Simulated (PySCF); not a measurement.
## Correlation energy of O- (oxygen, charge -1)

[He] 2s2 2p5, 2P determinant. Computed with PySCF 2.14 in dyall-acv3z, with no relativity, point nucleus. Frozen: 1s2; 7 electrons correlated; the 19 highest virtual orbitals of each spin left out.

| level | correlation energy (mhartree) |
| --- | --- |
| CCSD | -231.59 |
| (T) | -9.25 |
| CCSD(T) | -240.84 |

Diagnostics: T1 = 0.024, D1 = 0.0484, largest double amplitude 0.040.

Cost of the coupled-cluster step: about 9 core-seconds, for 7 correlated electrons.

Iterations:

```
CC2 = 0
CCSD nocc = (np.int64(4), np.int64(3)), nmo = (56, 56)
frozen orbitals [[0, 57, 58, 59, 60, 61, 62, 63, 64, 65, 66, 67, 68, 69, 70, 71, 72, 73, 74, 75], [0, 57, 58, 59, 60, 61, 62, 63, 64, 65, 66, 67, 68, 69, 70, 71, 72, 73, 74, 75]]
max_cycle = 100
direct = 0
conv_tol = 1e-08
conv_tol_normt = 1e-06
diis_space = 8
diis_start_cycle = 0
Init t2, MP2 energy = -0.224284163673957
Init E_corr(UCCSD) = -0.224284163677866
cycle = 1  E_corr(UCCSD) = -0.224131260443709  dE = 0.000152903234  norm(t1,t2) = 0.0812713
cycle = 2  E_corr(UCCSD) = -0.230573842450534  dE = -0.00644258201  norm(t1,t2) = 0.0337212
cycle = 3  E_corr(UCCSD) = -0.230254038517159  dE = 0.000319803933  norm(t1,t2) = 0.0284035
cycle = 4  E_corr(UCCSD) = -0.231438609490983  dE = -0.00118457097  norm(t1,t2) = 0.0104611
cycle = 5  E_corr(UCCSD) = -0.23160299125094  dE = -0.00016438176  norm(t1,t2) = 0.00361501
cycle = 6  E_corr(UCCSD) = -0.231542998222807  dE = 5.99930281e-05  norm(t1,t2) = 0.00216379
cycle = 7  E_corr(UCCSD) = -0.231537216459878  dE = 5.78176293e-06  norm(t1,t2) = 0.000920734
cycle = 8  E_corr(UCCSD) = -0.231588153001741  dE = -5.09365419e-05  norm(t1,t2) = 0.000401931
cycle = 9  E_corr(UCCSD) = -0.231593883837585  dE = -5.73083584e-06  norm(t1,t2) = 0.000127026
cycle = 10  E_corr(UCCSD) = -0.23158791757813  dE = 5.96625946e-06  norm(t1,t2) = 5.06645e-05
cycle = 11  E_corr(UCCSD) = -0.231589121277432  dE = -1.2036993e-06  norm(t1,t2) = 2.64502e-05
cycle = 12  E_corr(UCCSD) = -0.231589344332813  dE = -2.23055381e-07  norm(t1,t2) = 1.04875e-05
cycle = 13  E_corr(UCCSD) = -0.231589058648252  dE = 2.85684561e-07  norm(t1,t2) = 5.7804e-06
cycle = 14  E_corr(UCCSD) = -0.231589109828965  dE = -5.11807132e-08  norm(t1,t2) = 1.55652e-06
cycle = 15  E_corr(UCCSD) = -0.231589068475698  dE = 4.13532673e-08  norm(t1,t2) = 5.967e-07
cycle = 16  E_corr(UCCSD) = -0.231589058050445  dE = 1.04252534e-08  norm(t1,t2) = 2.86428e-07
cycle = 17  E_corr(UCCSD) = -0.231589063486031  dE = -5.43558643e-09  norm(t1,t2) = 1.26144e-07
UCCSD converged
E(UCCSD) = -75.02920425241268  E_corr = -0.2315890634860311
UCCSD(T) correction = -0.00924681840614734
```
